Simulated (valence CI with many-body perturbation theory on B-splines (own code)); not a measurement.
Tc³⁺: calculated level list

Calculated by configuration interaction combined with many-body perturbation theory (CI+MBPT): four valence electrons over a frozen Dirac-Fock core [Kr], a basis of 9 s, 9 p, 10 d, 8 f, 5 g, 3 h, 1 i functions for each j, with the one-electron correlation potential Σ1 (screened to all orders), the two-electron term Σ2, the three-electron term Σ3, Breit, model QED; selected single and double excitations, second order for the rest, scaled by the run's own slope (own B-spline code, finite nucleus).

No measured spectrum was set against this ion. As an estimate, terms of the open shell hold to 2 to 4 % of their energy, and close levels can change places; different configurations can be misplaced against each other by 1,000 to 8,000 cm⁻¹. Core correlation moves these levels by up to 14000 cm⁻¹, and in measured spectra 5 to 20 % of such shifts remained as error; rates that hang on mixing are uncertain with them. Among the levels kept, up to 380 cm⁻¹ of a level comes from second order outside the variational space, and about a tenth of that is noise between levels of different J, which matters for small intervals. Only levels of the ground parity were solved; by the run's estimate the other parity begins above the list, which can be wrong where configurations are misplaced.

Levels 1 to 45 of 64, with energies above the lowest level, 4d4 5D_0. "Leading %" is the weight of the configuration and term that name the level; weights of strongly mixed levels are sums over their largest components and can fall short. In the jj column 3d3/2^4 stands for four electrons in 3d with j = 3/2.

```tsv
No.	Configuration	Term	J	E (eV)	Leading %	Leading jj	g
1	4d4	5D	0	0.000	97	4d3/2^2 4d5/2^2 (61 %)	
2	4d4	5D	1	0.044	98	4d3/2^3 4d5/2 (59 %)	1.500
3	4d4	5D	2	0.120	98	4d3/2^2 4d5/2^2 (67 %)	1.499
4	4d4	5D	3	0.216	99	4d3/2^2 4d5/2^2 (48 %)	1.498
5	4d4	5D	4	0.328	98	4d3/2 4d5/2^3 (42 %)	1.497
6	4d4	3P	0	1.822	92	4d3/2^4 (56 %)	
7	4d4	3H	4	1.836	87	4d3/2^3 4d5/2 (51 %)	0.834
8	4d4	3H	5	1.939	93	4d3/2^2 4d5/2^2 (85 %)	1.044
9	4d4	3H	6	2.027	96	4d3/2^2 4d5/2^2 (57 %)	1.162
10	4d4	3P	1	2.046	96	4d3/2^3 4d5/2 (36 %)	1.489
11	4d4	3F	3	2.140	61	4d3/2^2 4d5/2^2 (58 %)	0.961
12	4d4	3F	2	2.170	96	4d3/2^2 4d5/2^2 (53 %)	0.675
13	4d4	3F	4	2.203	69	4d3/2^2 4d5/2^2 (35 %)	1.173
14	4d4	3P	2	2.362	93	4d3/2 4d5/2^3 (40 %)	1.485
15	4d4	3G	3	2.424	61	4d3/2 4d5/2^3 (63 %)	0.876
16	4d4	3G	4	2.473	71	4d3/2^2 4d5/2^2 (70 %)	1.083
17	4d4	3G	5	2.539	92	4d3/2 4d5/2^3 (85 %)	1.189
18	4d4	1I	6	2.897	96	4d3/2 4d5/2^3 (57 %)	1.005
19	4d4	3D	3	2.996	96	4d3/2 4d5/2^3 (44 %)	1.328
20	4d4	3D	2	3.024	88	4d3/2^3 4d5/2 (29 %)	1.165
21	4d4	3D	1	3.074	97	4d3/2 4d5/2^3 (56 %)	0.513
22	4d4	1G	4	3.145	86	4d5/2^4 (41 %)	1.013
23	4d4	1S	0	3.566	94	4d3/2 4d5/2^3 (58 %)	
24	4d4	1D	2	3.708	88	4d3/2^2 4d5/2^2 (38 %)	1.011
25	4d4	1F	3	4.161	93	4d3/2 4d5/2^3 (56 %)	1.006
26	4d4	3P	2	4.855	96	4d3/2^2 4d5/2^2 (56 %)	1.491
27	4d4	3F	4	4.937	96	4d3/2^2 4d5/2^2 (73 %)	1.244
28	4d4	3F	2	4.951	96	4d3/2^2 4d5/2^2 (55 %)	0.674
29	4d4	3F	3	4.985	94	4d3/2 4d5/2^3 (80 %)	1.081
30	4d4	3P	1	5.072	97	4d3/2 4d5/2^3 (84 %)	1.499
31	4d4	3P	0	5.186	96	4d5/2^4 (57 %)	
32	4d4	1G	4	5.568	95	4d3/2 4d5/2^3 (62 %)	1.005
33	4d4	1D	2	7.386	97	4d3/2^2 4d5/2^2 (57 %)	1.000
34	4d3 5s	5F	1	8.620	98	4d3/2^3 5s (42 %)	0.003
35	4d3 5s	5F	2	8.693	98	4d3/2^2 4d5/2 5s (58 %)	1.000
36	4d3 5s	5F	3	8.799	98	4d3/2^2 4d5/2 5s (63 %)	1.249
37	4d3 5s	5F	4	8.933	98	4d3/2 4d5/2^2 5s (70 %)	1.349
38	4d3 5s	5F	5	9.087	97	4d3/2 4d5/2^2 5s (49 %)	1.397
39	4d4	1S	0	9.630	96	4d3/2^2 4d5/2^2 (64 %)	
40	4d3 5s	3F	2	9.933	95	4d3/2^2 4d5/2 5s (50 %)	0.676
41	4d3 5s	3F	3	10.108	93	4d3/2^2 4d5/2 5s (50 %)	1.075
42	4d3 5s	5P	1	10.143	95	4d3/2^2 4d5/2 5s (66 %)	2.466
43	4d3 5s	5P	2	10.177	91	4d3/2^2 4d5/2 5s (53 %)	1.806
44	4d3 5s	3F	4	10.304	89	4d3/2 4d5/2^2 5s (54 %)	1.231
45	4d3 5s	5P	3	10.334	98	4d3/2 4d5/2^2 5s (63 %)	1.665
```

Names give the largest LS component (configuration and term), which can be under half, so a name can repeat, a term be missing and a line seem to break the LS rules; names also repeat where a configuration has a term twice.

The ionisation energy to 4d3 4F_3/2 of the next ion comes out as 42.365 eV (NIST: 41 ± 1.7 eV (theoretical)). All 64 levels together are meant to be complete up to 12.172 eV.
